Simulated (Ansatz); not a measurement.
`[F][Sn][SH]` + H₂O → `[OH][Sn][SH]` + H–F at 600 K and 1 bar (formal hydrolysis of the Sn–F bond).

Program: Ansatz. Geometries: PBE0-D4/def2-TZVP. ΔE: electronic, gas phase. CCSD(T)/CBS is the MP2 limit (def2-TZVPP, def2-QZVPP) plus CCSD(T) − MP2 in def2-TZVPP, frozen cores. This one scheme is used for every species. Elements past krypton have def2 core potentials. For Sn outer-core shells are correlated without core-valence functions, which leaves a few kJ/mol of doubt a bond. Each species was taken in one conformer, which may not be the lowest.

```csv
species,CCSD(T)/CBS energy (Eh),H − E (kJ/mol),S (J/(mol·K))
`[F][Sn][SH]`,-712.27458,63.3,355.2
H₂O,-76.37941,76.8,212.8
`[OH][Sn][SH]`,-688.24306,97.9,373.2
H–F,-100.39570,42.3,194.0
```

H − E and S are ideal-gas, rigid-rotor, harmonic terms from PBE0-D4/def2-TZVP, for one conformer and one mirror image of each species. 1 Eh = 2625.50 kJ/mol, R = 8.31446 J/(mol·K).

Task: By hand: ΔE, ΔH, ΔS and ΔG.

Result: ΔE = (-688.24306) + (-100.39570) − (-712.27458) − (-76.37941) = 0.01523 Eh = 40.0 kJ/mol. Δ(H − E) = 97.9 + 42.3 − 63.3 − 76.8 = 0.1, so ΔH = 40.1 kJ/mol. ΔS = 373.2 + 194.0 − 355.2 − 212.8 = -0.8 J/(mol·K). ΔG = 40.1 − 600 × (-0.8)/1000 = 40.6 kJ/mol.

Task: By hand: the equilibrium constant, and the temperature at which ΔG would vanish if ΔH and ΔS stayed fixed.

Result: log₁₀ K = −ΔG/(RT ln 10) = -3.5. ΔH and −TΔS have one sign here, so there is no such temperature.

The number of gas molecules stays the same, so ΔS is small and ΔH decides. A doubt of 5 kJ/mol in ΔE shifts log₁₀ K by 0.4 here. Other conformers and mirror images would add mixing entropy, several J/(mol·K) or more a flexible species. These are equilibria of isolated gas molecules and say nothing of rates. Largest T1 diagnostic: 0.017 (customary marks: 0.02 for closed shells, 0.045 for open ones).

ΔS is within the doubt of such terms, so its sign, and with it that verdict, could turn.
